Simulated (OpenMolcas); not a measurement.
# Au3+: ligand-field states by method

Au3+ with 5 ligands (fluoride) in trigonal bipyramidal coordination (D3h) at 2.16 Å, the axial distance 2.290 Å. A charge of +0.4 e stands 3.2 Å behind each ligand. Ligand basis ANO-RCC-VDZP.

```yaml
Program: OpenMolcas 26.06
Basis: ANO-RCC-VDZP [7s6p4d2f]
Scalar_Hamiltonian: DKH2, point nucleus
Active_space: 8 electrons in 5 orbitals (5d)
State_averaging: 2S+1 = 3 even, 10 roots; 2S+1 = 1 even, 15 roots
Spin-orbit_coupling: RASSI with atomic mean-field integrals over the reference wave functions
```

I. CASSCF
II. SS-CASPT2, IPEA 0.25 Eh, imaginary shift 0.1 Eh (the 29 lowest orbitals frozen, all others correlated)

Spin-free states (labels of D3, the rotations of D3h) in cm-1, each column counted from its own energy of the first state listed:

| State | Degeneracy | I | II |
| --- | --- | --- | --- |
| 3E | 2 | 0 | 0 |
| 2S+1 = 1 | 1 | 6071 | -200 |
| 3E | 2 | 9491 | 11590 |
| 1E | 2 | 10978 | 4520 |

II puts a state of multiplicity 1 lowest, 200 cm-1 below that state.

From I to II, I's first state of the same spin (3E) moves from 9491 to 11590 cm-1, by about +2100 cm-1.

From I to II, I's first state of another spin (2S+1 = 1) moves from 6071 to -200 cm-1, by about -6300 cm-1.

χT at 300 K: I 1.61, II 1.64 cm3 K/mol.

The states above are spin-free; spin-orbit coupling is strong here and shifts and splits them by thousands of cm-1.

Roots that are degenerate in the reference are averaged as groups; the widest CASPT2 spread within a group is 390 cm-1 (the 2-fold group of multiplicity 3 near 198 cm-1 above the lowest state of its run, II). Shifts and gaps below about the spread of the groups concerned are not significant. Over all roots computed the reference weight is 0.66 to 0.71 in II; the roots of lowest weight are the least certain, and an intruder state may touch them. Real 4d8 and 5d8 ions are as a rule square planar and diamagnetic. The least metal-like active orbital is 75 % on the metal (Löwdin) and no ligand orbital is active, so the numbers are rough. Ligand-to-metal charge-transfer states are missing. With no ligand orbital active B as a rule stays too high, so bands that hang on it stand too high and its fall with covalency is understated. An orbital doublet at a regular site is open to a Jahn-Teller distortion, which this geometry leaves out (holds for I). Without dynamic correlation the repulsion within the d shell is too large (B by tens of per cent), so at a given field states of lower spin stand too high (holds for I). This shell can be high or low spin here, a state of another spin lies low, and with metal d orbitals alone active their balance is uncertain, so the ground spin may be wrong (holds for I). With metal d orbitals alone the field can be off either way by tens of per cent (holds for I). This shell can be high or low spin here, a state of another spin lies low, and with metal d orbitals alone active their balance is uncertain, so the ground spin may be wrong, although the usual error favours high spin (holds for II). The distance lies 3 % over the 2.09 Å that this model takes as the normal distance (a Shannon-type radius plus a fixed donor radius); by an R⁻⁵ law this alone changes a d-shell field by about -15 %. No measured value stands beside these numbers; the geometry is a model, was not optimised and need not be the one that this ion takes.

A state without a sure symmetry label is named by its multiplicity alone.
